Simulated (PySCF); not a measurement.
C7H7N3.
SMILES with atom numbers: `[CH3:1][N:2]([CH3:3])[C:4](=[C:5]=[CH:6][C:7]#[N:8])[C:9]#[N:10]` (hydrogens: H11, H12, H13 on C1; H14, H15, H16 on C3; H17 on C6)

Method used: PBE0-D3(BJ)/def2-SVP geometry optimisation, gas phase in PySCF.

Entries marked ? are missing. Bonds in one row agree within 0.01 Å.

| coordinate | value |
| --- | --- |
| C1–N2, N2–C3 | ? |
| N2–C4 | 1.381 Å |
| C4=C5 | 1.331 Å |
| C5=C6 | ? |
| C6–C7 | 1.433 Å |
| C7≡N8 | ? |
| C4–C9 | 1.441 Å |
| C9≡N10 | 1.159 Å |
| C1–H11 and 4 like bonds | 1.101 Å |
| C3–H16 | 1.108 Å |
| C6–H17 | 1.101 Å |
| C1–N2–C3 | 116.7° |
| C1–N2–C4 | ? |
| C3–N2–C4 | ? |
| N2–C4–C5 | 125.7° |
| N2–C4–C9 | ? |
| C5–C4–C9 | ? |
| C4–C5–C6 | 176.5° |
| C5–C6–C7 | 122.7° |
| C6–C7–N8 | 178.7° |
| C4–C9–N10 | 179.7° |

**Question.** Estimate the withheld lengths and angles.

**Answer.** 
- C1–N2, N2–C3 = 1.442 Å, drawn single (ends: N-methyl carbon; nitrogen bonded to 3 C); 0.03 Å below the sum of covalent radii, 1.47 Å.
- C5=C6 = 1.315 Å, drawn double (central carbon of cumulated double bonds to outer carbon of cumulated double bonds); 0.11 Å below the sum of covalent radii, 1.42 Å.
- C7≡N8 = 1.159 Å, drawn triple (nitrile carbon to nitrile nitrogen); 0.24 Å below the sum of covalent radii, 1.40 Å.
- C1–N2–C4 = 119.2°, at the nitrogen bonded to 3 C; the outer atoms are 2.438 Å apart.
- C3–N2–C4 = 116.1°, at the nitrogen bonded to 3 C; the outer atoms are 2.393 Å apart.
- N2–C4–C9 = 117.9°, at the outer carbon of cumulated double bonds; the outer atoms are 2.418 Å apart.
- C5–C4–C9 = 116.3°, at the outer carbon of cumulated double bonds; the outer atoms are 2.356 Å apart.

Radii are Cordero's, carbon taken as 0.76, 0.73 or 0.69 Å for four, three, and two or fewer neighbours.

No frequency check.

Conformer computed: `[CH3:1][N:2]([CH3:3])[C:4](=[C:5]=[CH:6][C:7]#[N:8])[C:9]#[N:10]`: C1–N2–C4–C5 -150°.
